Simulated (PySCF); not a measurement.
```xyz
3
charge 0 multiplicity 1, angstrom
Bi   -0.3372    0.0000   -0.5245
S    -2.1443    0.0000    0.8675
Br    1.7624    0.0000    1.0398
```

Method: PySCF, PBE0, basis Bi def2-TZVP with ECP60, S def2-TZVP, Br def2-TZVP (scalar-relativistic core potentials, no spin–orbit coupling, density fitting).

This geometry of BiSBr is a stationary point at this level.

Q: What is the point group?

A: Cs.

Q: Is it a minimum?

A: Yes: all harmonic wavenumbers are real.

Q: Give the atomic charges and bond orders.

A: 
| atom | Mulliken | Löwdin | polar tensor | Mayer order to Bi1 |
| --- | --- | --- | --- | --- |
| Bi1 | 0.77 | 0.29 | 1.07 | – |
| S2 | -0.42 | -0.14 | -0.49 | 2.08 |
| Br3 | -0.35 | -0.14 | -0.58 | 0.95 |

Q: Give the ideal-gas entropy at 298.15 K and 1 bar by parts.

A: translation 180.8, rotation 120.3, vibration 25.8, spin 0.0; total 326.9 J/(mol K).

Q: What is the atomisation energy, with and without zero-point energy?

A: 595 kJ/mol without, 591 kJ/mol with.

Other isomers or separated fragments may lie lower. Spin–orbit coupling, left out here, can matter for elements this heavy.
